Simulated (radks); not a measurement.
Pt XXX, 49 electrons, occupied as [Kr] 4d10 4f3. Calculated with a radial shooting solver on a logarithmic mesh with Libxc functionals: Dirac Kohn-Sham, PBE, spin-unpolarised, spherical densities, finite nucleus; open shells fill j = l - 1/2 first; Fermi nuclear charge, rms radius 5.427 fm.

Normalised radial functions P(r) = r R(r) (large component), r in bohr:

```
   r/bohr * 4p3/2 (the largest magnitude, 1.74, reaches the edge; | marks zero)
 0.001329                             *
 0.001703                             *
 0.002165                             *
 0.002775                             *
 0.003528                             |*
 0.004521                             |*
 0.005747                             |*
 0.007306                             | *
 0.009362                             |  *
   0.0119                             |   *
  0.01525                             |     *
  0.01939                             |       *
  0.02484                             |         *
  0.03158                             |          *
  0.04047                             |           *
  0.05145                             |         *
  0.06541                             |    *
  0.08382                          *  |
   0.1066                 *           |
   0.1365            *                |
   0.1736               *             |
   0.2224                            *|
   0.2828                             |              *
   0.3624                             |                          *
   0.4606                             |                          *
   0.5856                             |                 *
   0.7504                             |      *
    0.954                             | *
    1.222                             *
```

4p3/2: eigenvalue -1413.8 eV, 2 radial nodes at r = 0.0771, 0.226 bohr, <r> = 0.422 bohr, 90 % of the charge inside 0.605 bohr.
